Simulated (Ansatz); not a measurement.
Relaxation of F2H4OSi (8 atoms, charge 0, multiplicity 1), to a largest force component of 0.03 eV/Å in at most 50 steps.

All numbers below come from RKS B3LYP/6-31G* (Ansatz 0.2.0).

```xyz
8
Properties=species:S:1:pos:R:3
Si -0.421 -0.082 -0.422
F -0.062 0.848 2.190
F 0.896 -0.853 0.084
H -0.223 1.374 -0.428
H -0.697 -0.611 -1.785
O -1.753 -0.443 0.525
H -2.207 -1.262 0.282
H -0.861 0.399 2.354
```

Q: Where does it end, and by what steps?

A: It converged. After 9 steps the energy has fallen by 0.129 eV; F2 moved furthest, 0.48 Å.

```csv
step,energy less start (eV),largest force component (eV/Å),accepted
0,0.0000,0.402,yes
1,-0.0265,1.672,yes
2,-0.0579,1.338,yes
3,0.0491,2.235,no
4,-0.1211,0.179,yes
5,-0.1261,0.191,yes
6,-0.1276,0.058,yes
7,-0.1285,0.060,yes
8,-0.1285,0.062,yes
9,-0.1290,0.026,yes
```

```xyz
8
Properties=species:S:1:pos:R:3
Si -0.369 -0.101 -0.527
F -0.357 0.862 2.564
F 0.944 -0.947 -0.159
H -0.080 1.341 -0.481
H -0.839 -0.582 -1.848
O -1.578 -0.365 0.598
H -2.031 -1.220 0.567
H -1.018 0.381 2.086
```

The run took 27 s on 1 thread of Arm Neoverse V1, with other jobs on the host, peak memory 0.14 GiB.
